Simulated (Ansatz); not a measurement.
C2H7NOSi2, SMILES O(C#N)[SiH2][SiH2]C.

The structure is a stationary point at PBE0-D3(BJ)/def2-SVP. The structure was generated by enumeration, and PubChem lists no compound with its InChIKey, so it may never have been made. One conformer was computed; it need not be the lowest.

Two levels are set side by side: PBE/def2-SVPD (Ansatz, a first-principles code) and PBE0/def2-SVPD (Ansatz). Energy differences of separate SCF runs at the same geometry; the states with an electron removed or added have multiplicity 2 and 2. Differences are taken from unrounded values.

```json
[
 {"quantity": "vertical ionisation energy (eV)", "PBE": "9.72"},
 {"quantity": "vertical singlet–triplet gap (eV)", "PBE": "4.78"}
]
```

Problem. These are the PBE values. What does PBE0 give? (The exact figures need the calculation; the answer reports its results.)

Solution. 
```
quantity                            PBE0  PBE minus PBE0
---------------------------------  -----  --------------
vertical ionisation energy (eV)    10.14           -0.42
vertical singlet–triplet gap (eV)   5.21           -0.43
```
